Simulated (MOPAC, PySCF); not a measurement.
[Zn(NH2)2], neutral singlet in the gas phase. 

Cartesian coordinates (Å):
```xyz
7

Zn     0.1611     0.1572    -0.0570
N     -0.2716    -0.1955    -1.7763
H      0.0022    -1.1031    -2.1508
H     -0.0252     0.5000    -2.4788
N      0.4303     0.3514     1.7199
H     -0.3024     0.8148     2.2560
H      1.3163     0.7522     2.0235
```
Charge 0, spin multiplicity 1.

All levels are single points at this geometry (r2SCAN-D4/def2-SVP); Pople sets use spherical d functions. Orbital energies aren't observables, and empty levels follow the basis.

TPSSh-D3(BJ)/def2-TZVP in PySCF gives gap (eV) = 5.39.

**Question.** Estimate the gap (eV) from each of these levels: B3LYP-D3(BJ)/def2-TZVP in PySCF; B3LYP/3-21G in PySCF; B3LYP/6-311+G** (LANL2DZ on Zn) in PySCF; B3LYP/LANL2DZ in PySCF; M06-2X/6-31G* (LANL2DZ on Zn) in PySCF; PBE/6-31G* (LANL2DZ on Zn) in PySCF; HF/6-31G* (LANL2DZ on Zn) in PySCF; AM1 in MOPAC.

**Answer.** 
```csv
level,gap (eV)
B3LYP-D3(BJ)/def2-TZVP in PySCF,5.91
B3LYP/3-21G in PySCF,5.56
B3LYP/6-311+G** (LANL2DZ on Zn) in PySCF,5.70
B3LYP/LANL2DZ in PySCF,5.64
M06-2X/6-31G* (LANL2DZ on Zn) in PySCF,8.33
PBE/6-31G* (LANL2DZ on Zn) in PySCF,4.07
HF/6-31G* (LANL2DZ on Zn) in PySCF,12.01
AM1 in MOPAC,10.88
```
